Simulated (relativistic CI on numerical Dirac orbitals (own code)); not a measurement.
Calculated at this level of theory: Dirac-Coulomb-Breit CI, separate exchange-only KLI orbitals for each configuration, a model potential for QED, unscaled Slater integrals (own radial code, finite nucleus).

The strongest absorption lines from the ground level of an ion, among the configurations computed and to levels below about 72600 eV (vacuum wavelength in nm, gf): 0.01707 (0.009), 0.01728 (0.016), 0.01767 (0.033), 0.01771 (0.015), 0.01857 (0.089), 0.01869 (0.042), 0.02170 (0.43), 0.02226 (0.24).

Which ion is it?
A. Pt76+
B. Hf68+
C. Dy64+
D. Hf70+

D. Hf70+ has 2 electrons and the ground level 1s² ¹S0; the strongest line goes to 1s2p ¹P°1. The pattern of lines fixes the number of electrons, and along that sequence the line energies rise steadily with the charge (about as its square where n changes within one kind of shell, about linearly where n is kept but much faster in heavy ions where fine structure, which grows about as Z⁴, sets the gap, and irregularly where shells cross), which fixes Z. Configurations outside the model, such as inner-shell arrays, can give stronger lines. At this charge energies of transitions that change n are usually good to better than 1 %, and those within a shell (Δn = 0) to a few per cent.

LS names give the leading component of a level, which can be under half, so a name can repeat, a term be missing and a line seem to break the LS rules.
